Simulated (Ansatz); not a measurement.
```yaml
crystal:
  periodic: [false, false, false]
  atoms:
    - {symbol: Ga, position_ang: [-0.657650, -0.769561, 1.303012]}
    - {symbol: Ga, position_ang: [0.658696, 0.778090, -1.297597]}
    - {symbol: Cl, position_ang: [1.535140, -0.469502, 0.499801]}
    - {symbol: Cl, position_ang: [1.316432, 2.809494, -1.136002]}
    - {symbol: Cl, position_ang: [-0.870088, 0.242505, 3.178126]}
    - {symbol: Cl, position_ang: [-1.517718, 0.591420, -0.418429]}
    - {symbol: Cl, position_ang: [0.797705, -0.387434, -3.088763]}
    - {symbol: Cl, position_ang: [-1.262519, -2.795023, 0.959852]}
basis:
  gaussian: {orbitals: def2-TZVP}
magnetization: {spin_polarized: true, initial_magnetization: 2}
hamiltonian: {xc: pbe0, dispersion: d4}
scf: {omitted_lower_state_checks: [starts]}
output: {orbitals: {seedname: orbitals}}
```

```sh
$ ansatz run in.yaml --threads 4 --pin off --events-out ev --progress --plain --max-ram 4787MiB
```

Question: Does this run fit into the memory that it is given?

Answer: No. It has 318 basis functions, and Ansatz plans for 4.88 GiB where 4.67 GiB are given.
